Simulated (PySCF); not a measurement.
Deuteron quadrupole couplings in `FCc1cccc2c1C[C@H]2F`

Species: C9H8F2.
Geometry (GFN2-xTB, Å), atoms numbered from 1 in this order:
```
atom  x, y, z in Å
F1    -3.2788   -1.2582    0.1011
C2    -1.9436   -1.5566    0.0210
C3    -1.0888   -0.3226   -0.0073
C4    -1.6239    0.9653   -0.1026
C5    -0.8253    2.0975   -0.1491
C6     0.5661    2.0285   -0.0925
C7     1.0826    0.7605    0.0090
C8     0.2865   -0.3825    0.0408
C9     1.4667   -1.3184    0.1217
C10    2.3555   -0.0420    0.1469
F11    3.2439    0.0545   -0.8940
H12   -1.7034   -2.1795    0.8912
H13   -1.8061   -2.1464   -0.8943
H14   -2.6973    1.0750   -0.1428
H15   -1.3018    3.0629   -0.2320
H16    1.1770    2.9166   -0.1298
H17    1.6272   -1.9235   -0.7687
H18    1.5259   -1.9463    1.0092
H19    2.9278    0.1244    1.0647
```

Level: PBE0/pcSseg-1 (PySCF, non-relativistic); Q(2H) = 0.00286 b; rigid geometry, the same for H and D, with no vibrational averaging.

Question: Rank these positions by the coupling χzz of a deuteron there, largest first.
A. H14 (aromatic hydrogen)
B. H12 (methylene hydrogen)
C. H18 (methylene hydrogen)
D. H16 (aromatic hydrogen)

Answer: D (222 kHz), A (218 kHz), C (209 kHz), B (191 kHz).

Question: What are Vzz, η and χzz (234.96 MHz × Q × Vzz) at all hydrogens?

Answer: 
```csv
atom,bonded to,bond length (Å),Vzz (au),η,χzz (kHz)
H12,C2,1.097,0.2847,0.08,191
H13,C2,1.098,0.2832,0.08,190
H14,C4,1.080,0.3237,0.06,218
H15,C5,1.080,0.3275,0.07,220
H16,C6,1.079,0.3303,0.05,222
H17,C9,1.089,0.3100,0.00,208
H18,C9,1.089,0.3115,0.01,209
H19,C10,1.094,0.2902,0.07,195
```

Question: How does χzz go with the bond length over the 8 C–H bonds?

Answer: A straight-line fit has a slope of -16.2 kHz for each 0.01 Å, with a correlation coefficient of -0.99, over lengths from 1.079 to 1.098 Å. The longer bonds have the smaller couplings here.

Question: A static deuteron (I = 1) shows a doublet split by (3/2)χ, (3/4)χ(1 + η) and (3/4)χ(1 − η) with the field along z, y and x of the gradient. What are these for H17?

Answer: With |χ| = 208.3 kHz and η = 0.003: 312, 157 and 156 kHz, to first order and without motion.

One conformer (not necessarily the lowest) at the GFN2-xTB geometry, without solvent, vibrations or thermal averaging. GFN2-xTB bond lengths can be off by several hundredths of an ångström, more for odd bonds, and the gradients follow them. The small basis limits the accuracy of the gradients.
